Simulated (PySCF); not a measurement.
## Dipole response of Os²⁺ (osmium, charge +2)

[Xe] 4f14 5d6, high-spin 5D determinant. Computed with PySCF 2.14 in def2-TZVPPD with the def2 core potential (60 electrons), with a scalar-relativistic core potential. Coupled (time-dependent) response in atomic units; α is the mean over directions.

```csv
method,mean α (bohr³),"α xx, yy, zz",C₆ (like pair),S(−4)
UHF,9.184,"9.382, 9.382, 8.790",58.07,21.66
PBE,10.17,"10.35, 10.35, 9.794",64.87,30.31
PBE0,9.813,"10.01, 10.01, 9.410",62.57,26.61
revPBE,10.22,"10.41, 10.41, 9.841",65.21,30.85
```

S(−4) is the Cauchy moment in α(ω) = α(0) + S(−4) ω² + …

Spin-orbit coupling is absent.

α(iu) at revPBE:

```
u (hartree)  α(iu) (bohr³)
          0          10.22
     0.0500          10.14
      0.100          9.929
      0.200          9.216
      0.300          8.368
      0.500          6.848
      0.750          5.438
       1.00          4.397
       1.50          2.980
       2.00          2.110
       3.00          1.186
       5.00         0.5100
```

For an ion, C₆ is the dispersion term alone; charge-induced terms of lower order in 1/R come first.

The components differ because the open shell of this determinant is not spherical; for a pure term their mean is the scalar polarisability.

Energies and moments cover only the electrons outside the core potential. Spin-orbit coupling, absent here, splits the open shell strongly.
